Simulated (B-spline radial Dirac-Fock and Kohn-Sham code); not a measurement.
# Pd³⁺: non-radiative channels of the M1 vacancy

System: Pd³⁺ in the configuration [Kr] 4d7, inside a Watson sphere of charge -3 and radius 2.2 Å (a model of the Madelung potential; inside it an electron's potential energy is raised by 19.6 eV).

Input of the calculation (task.json; shells as n, l, electrons):

```json
{"items": [{
  "Z": 46,
  "q": 3,
  "cfg": [[1, 0, 2], [2, 0, 2], [2, 1, 6], [3, 0, 2], [3, 1, 6], [3, 2, 10], [4, 0, 2], [4, 1, 6], [4, 2, 7]],
  "A": 106,
  "rrms": 4.5318,
  "watson": [-3, 2.2],
  "do": ["binding", "quiet", "decay"],
  "holes": ["K", "L1", "L2", "L3", "M1", "M2", "M3", "M4", "M5", "N1", "N2", "N3"]
}]}
```

Run with: `python xray_run.py task.json out`

Model: a relativistic independent-particle model: LDA orbitals of the hole state, radiative multipoles to third order, Auger rates from the Coulomb interaction with a continuum orbital, Dirac-Fock energies. Program: a B-spline atomic structure program. Kinetic energies are configuration averages from the vacuum level; the two-hole energies are estimated from single-hole states.

```
transition  kinetic energy (eV)  width (meV)  share (%)
   M1-M2N2                 2.50          814        8.2
   M1-M2N3                 6.69         1590       15.9
   M1-M3N2                29.83         1230       12.4
   M1-M3N3                35.17         2000       20.1
   M1-M2N4                63.40          504        5.1
   M1-M2N5                63.99          675        6.8
   M1-M3N4                91.46          513        5.1
   M1-M3N5                92.13          776        7.8
   M1-M4N1                    –          403        4.0
   M1-M5N1                192.2          594        6.0
   M1-M4N2                    –         74.4        0.7
   M1-M4N3                    –         61.4        0.6
   M1-M5N3                234.7          152        1.5
   M1-M4N4                    –         54.3        0.5
   M1-M4N5                    –         64.3        0.6
   M1-M5N4                291.3         67.2        0.7
   M1-M5N5                292.0          110        1.1
   M1-N1N2                477.5         36.4        0.4
   M1-N1N3                482.2         68.4        0.7
   M1-N1N4                536.3         41.0        0.4
   M1-N1N5                536.9         60.2        0.6
```

A dash stands for an energy that rests on an unreliable hole state.

Coster-Kronig rates are the weakest part of this model and often come out 1.5 to 2.5 times too large. Channels within a few eV of threshold rest on estimated energies and may be closed in reality. The listed channels hold 99 % of the non-radiative rate. Summed by principal shells, of 9.97 eV in all: MMN 97.4 %, MNN 2.6 %.
